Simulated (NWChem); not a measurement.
Ionisation of hexafluoroacetone (C₃F₆O)

SMILES: O=C(C(F)(F)F)C(F)(F)F
```xyz
10

O      0.0000     0.0000     1.9123
C      0.0000     0.0000     0.7190
C     -0.0816     1.3199    -0.0976
F     -0.5325     2.3036     0.6679
F      1.1366     1.6407    -0.5457
F     -0.8979     1.1727    -1.1467
C      0.0816    -1.3199    -0.0976
F     -1.1366    -1.6407    -0.5457
F      0.5325    -2.3036     0.6679
F      0.8979    -1.1727    -1.1467
```
Charge 0, spin multiplicity 1.

The numbers come from NWChem runs, not from measurements. All single points use one geometry, from B3LYP/def2-SVP, held to C2 symmetry and with no frequency check, so it may be a saddle point.

Basis set: def2-SVP. The species with one electron less has spin multiplicity 2 and keeps the geometry of the parent. Δ marks differences of total energies (open shells unrestricted). −ε marks an orbital energy of the parent. That orbital need not have the symmetry of the hole or added electron in the Δ rows.

B3LYP has NWChem's definition, with VWN1-RPA local correlation. The stability of the SCF solutions was not checked.

**Question.** Order these methods by the first vertical ionisation energy they give, lowest first: −ε(HOMO) of BHandHLYP, −ε(HOMO) of HF, −ε(HOMO) of PBE, −ε(HOMO) of PBE0, −ε(HOMO) of B3LYP, ΔBHandHLYP.

**Answer.** −ε(HOMO) of PBE (7.24 eV), −ε(HOMO) of B3LYP (8.89 eV), −ε(HOMO) of PBE0 (9.22 eV), −ε(HOMO) of BHandHLYP (11.07 eV), ΔBHandHLYP (12.09 eV), −ε(HOMO) of HF (14.00 eV)
